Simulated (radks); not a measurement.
Values are calculated unless marked as measured or tabulated.
Numerical settings for neutral thallium, [Hg] 6p1. Level of theory: scalar-relativistic Kohn-Sham, PBE, spin-polarised, spherical densities, finite nucleus; open shells are filled with parallel spins first (spin-orbit coupling, left out, can overturn this in heavy ions); Fermi nuclear charge, rms radius 5.4759 fm (a radial shooting solver on a logarithmic mesh with Libxc functionals). The defaults (mesh step 0.008 in ln r, mesh end at 40 bohr or more with all orbitals vanishing there, Anderson mixing 0.5 over 9 steps, residual threshold near 1e-9 with the energy settled to 1e-9 hartree or 1e-11 of itself, here a cap of 58 iterations) give E = -20240.699 hartree and 6p at -2.615 eV in 15 iterations. Run on one thread of a shared host, so times are rough (Arm Neoverse N1): 0.4 s of CPU time, 0.4 s wall, 15 iterations on 2440 mesh points. Changes against that run (0 stands for a change within the tolerance of the run):

setting,iterations,converged,E (mhartree),e(6p) (meV),CPU (s)
mesh step in ln r 0.005,16,yes,0,0,0.66
mesh step in ln r 0.03,15,yes,0,0,0.14
mesh step in ln r 0.2,4,no,diverged,-,0.02
mesh end (bohr) 3,15,level above zero,+2.29e+03,+3.09e+04,0.32
mesh end (bohr) 12,15,yes,+0.271,+29,0.38
residual threshold 1e-16,58,no,0,0,0.79
residual threshold 1e-13,52,yes,0,0,0.76
mixing 2.5,22,yes,0,0,0.54
"linear mixing, mixing 1",58,no,+1.52e+06,+2.62e+03,4.6
"linear mixing, mixing 0.05",58,no,-21.5,-132,1.4
mixing history 20,19,yes,0,0,0.48
iteration cap 3,3,no,-85.2,-412,0.12

Settled on a wrong energy, with an occupied level pushed above zero by the early mesh end: mesh end (bohr) 3 (+2.29 hartree). Apart from these: no run marked as converged misses the energy by more than 1 mhartree. A mesh that ends early acts as a hard wall.
